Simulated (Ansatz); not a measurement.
Input file for Ansatz (a first-principles code): R-CCSD(T)/def2-TZVPPD on HISe (SMILES [SeH]I), atoms moved off the minimum. Elements past Kr take the def2 small-core potentials; no spin–orbit coupling. Files ending in .json are basis or fitting sets from the Basis Set Exchange. The run froze 23 orbitals, filled d shells among them.

Ansatz 0.2 input:
```yaml
crystal:
  periodic: [false, false, false]
  atoms:
    - {symbol: Se, position_ang: [-0.97571548, -0.71158967, 1.01217949]}
    - {symbol: H, position_ang: [-1.82919470, -1.15739886, -0.03306631]}
    - {symbol: I, position_ang: [0.56488312, 0.44623498, -0.58236920]}
basis:
  gaussian:
    orbitals: def2-TZVPPD.json
magnetization: {spin_polarized: false}
correlation: {method: ccsd_t, electrons: outside_noble_gas}
scf: {lower_state_search: off}
output: {forces: true}
```

The log:

```
WARN ansatz: RAYON_NUM_THREADS=1 ignored (pool sized by the plan → 1); use --threads N
Functional definition: HF
these checks for a lower state are left out or cut short: starts, cluster_reference, orbital_swaps, neighbouring_geometries, increment
integrals: 0.25 GiB planned
979 factors; integrals over basis functions are off by at most 9.7e-4 eV
mean field: 0.44 GiB planned
mean field evaluation 1: about -73391.2568 eV, gradient 1.1e1 eV
mean field evaluation 2: about -73391.3202 eV, gradient 1.1e1 eV
mean field evaluation 4: about -73391.7826 eV, gradient 1.8e0 eV
mean field evaluation 8: about -73391.7967 eV, gradient 1.2e-1 eV
mean field -73391.79683346 eV, -2697.0987868830 hartree, gradient 3.0e-6 eV, S^2 0.000000; 0 other end points of the search recorded, 0 dependent functions left out
23 core orbitals not correlated
reference -73391.79683346 eV, -2697.0987868830 hartree; 7, 7 occupied and 103, 103 virtual orbitals, 979 factors
densities: 0.87 GiB planned
second order -8.01834713 eV of doubles, -0.00000000 eV of singles
coupled cluster: 0.59 GiB planned
cycle   1  -8.59472215 eV  change   -5.8e-1 eV  update   6.6e-2
cycle   2  -8.83209335 eV  change   -2.4e-1 eV  update   2.1e-2
cycle   3  -8.85827392 eV  change   -2.6e-2 eV  update   7.4e-3
cycle   4  -8.85555199 eV  change    2.7e-3 eV  update   2.2e-3
cycle   5  -8.85524871 eV  change    3.0e-4 eV  update   7.2e-4
cycle   6  -8.85518279 eV  change    6.6e-5 eV  update   2.9e-4
cycle   7  -8.85521048 eV  change   -2.8e-5 eV  update   1.0e-4
cycle   8  -8.85523540 eV  change   -2.5e-5 eV  update   4.7e-5
cycle   9  -8.85522814 eV  change    7.3e-6 eV  update   2.2e-5
cycle  10  -8.85522358 eV  change    4.6e-6 eV  update   9.6e-6
cycle  11  -8.85522684 eV  change   -3.3e-6 eV  update   3.8e-6
cycle  12  -8.85522690 eV  change   -6.4e-8 eV  update   1.3e-6
perturbative correction -0.38499209 eV, -0.0141481985 hartree
the calculation of the forces begins
mean field evaluation 16: about -73391.7134 eV, gradient 6.6e-1 eV
Total energy: -73401.03705246 eV, -2697.4383586679 hartree
Atom 0 at    -0.975715    -0.711590     1.012179 Å, force     0.447654     0.179575     1.083137 eV/Å
Atom 1 at    -1.829195    -1.157399    -0.033066 Å, force    -0.758352    -0.407032    -0.821160 eV/Å
Atom 2 at     0.564883     0.446235    -0.582369 Å, force     0.310698     0.227457    -0.261978 eV/Å
Dipole moment:    -0.118205    -0.072194    -0.041734 e Å
Checks for a lower state left out: starts, cluster_reference, orbital_swaps, neighbouring_geometries, increment
```

Self-consistency was reached.

Cost: around 40 core-seconds (rough).
